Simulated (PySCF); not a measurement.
# Dipole response of Mn²⁺ (manganese, charge +2)

[Ar] 3d5, high-spin 6S determinant. All numbers are calculated (PySCF 2.14, scalar relativity by spin-free X2C-1e, in aug-cc-pwCVTZ-DK with one added diffuse shell each of s, p, d, f, g type (11s10p8d5f4g, 152 functions)). Coupled (time-dependent) response in atomic units; α is the mean over directions.

| method | mean α (bohr³) | C₆ (like pair) | S(−4) |
| --- | --- | --- | --- |
| UHF | 3.282 | 9.609 | 4.990 |

S(−4) is the Cauchy moment in α(ω) = α(0) + S(−4) ω² + …

α(iu) at UHF:

```
u (hartree)  α(iu) (bohr³)
          0          3.282
     0.0500          3.270
      0.100          3.234
      0.200          3.103
      0.300          2.924
      0.500          2.537
      0.750          2.121
       1.00          1.797
       1.50          1.335
       2.00          1.027
       3.00         0.6546
       5.00         0.3279
```

A single London oscillator, α(iu) = α/(1 + u²/ω²), gives C₆ = (3/4) ω α². Matching the computed C₆ needs ω = 4 × 9.609 / (3 × 3.282²) = 1.19 hartree.

For an ion, C₆ is the dispersion term alone; charge-induced terms of lower order in 1/R come first.
